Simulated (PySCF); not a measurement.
MoN(OH)2 (doublet). Computed with PySCF, UPBE0, basis Mo def2-TZVP with ECP28, N def2-TZVP, O def2-TZVP, H def2-TZVP (scalar-relativistic core potentials, no spin–orbit coupling, density fitting).

Harmonic bands of its minimum:

```csv
ω (cm⁻¹),IR (km/mol)
137,0.0
216,1.6
300,9.0
481,1.6
490,206
661,304
678,130
699,30.5
743,50.9
1170,93.5
3902,264
3905,72.5
```

**Question.** The central atom is Mo. Infer the point group and assign the bands.

**Answer.** Cs. The modes span 7a' + 5a'': 137 a', 216 a', 300 a'', 481 a'', 490 a', 661 a'', 678 a', 699 a', 743 a'', 1170 a', 3902 a'', 3905 a'. The computed geometry has Mo–N 1.625 Å, Mo–O 1.886 Å (×2), O–H 0.960 Å (×2); H–O–Mo 123.7° (×2), N–Mo–O 109.7° (×2), O–Mo–O 124.1°.

Other isomers or separated fragments may lie lower. Open d and f shells are described by one determinant, and the ground state may have another occupation or spin.
